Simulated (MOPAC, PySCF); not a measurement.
H₄O₄Sn, SMILES `[OH][Sn]([OH])([OH])[OH]`, neutral singlet in the gas phase. 

Z-matrix (Å, degrees):
```
Sn
O 1 1.9514
H 2 0.9654 1 111.15
O 1 1.9514 2 105.84 3 19.99
H 4 0.9654 1 111.14 2 -144.77
O 1 1.9514 2 105.83 3 144.80
H 6 0.9654 1 111.15 2 -19.95
O 1 1.9514 2 116.98 3 -97.61
H 8 0.9654 1 111.15 2 -97.61
```
Charge 0, spin multiplicity 1.

All levels are single points at this geometry (r2SCAN-D4/def2-TZVP); Pople sets use spherical d functions. Orbital energies aren't observables, and empty levels follow the basis.

```tsv
level	HOMO (eV)	LUMO (eV)	gap (eV)	dipole (D)	vertical IE, Delta-SCF (eV)
PBE-D3(BJ)/def2-TZVP in PySCF	-7.38	-2.68	4.69	0.00	–
r2SCAN-D4/def2-TZVP in PySCF	-7.79	-2.40	5.40	0.00	–
B3LYP/6-311+G** (LANL2DZ on Sn) in PySCF	-9.07	-2.13	6.95	0.00	–
B3LYP/6-31G* (LANL2DZ on Sn) in PySCF	-8.43	-1.38	7.05	0.00	10.80
B3LYP/LANL2DZ in PySCF	-8.84	-2.08	6.76	0.00	–
PBE/6-31G* (LANL2DZ on Sn) in PySCF	-6.90	-2.10	4.80	0.00	–
AM1 in MOPAC	-11.06	-0.58	10.49	0.00	–
PM3 in MOPAC	-12.13	-1.18	10.95	0.00	–
PM6 in MOPAC	-12.19	-1.25	10.94	0.00	–
```
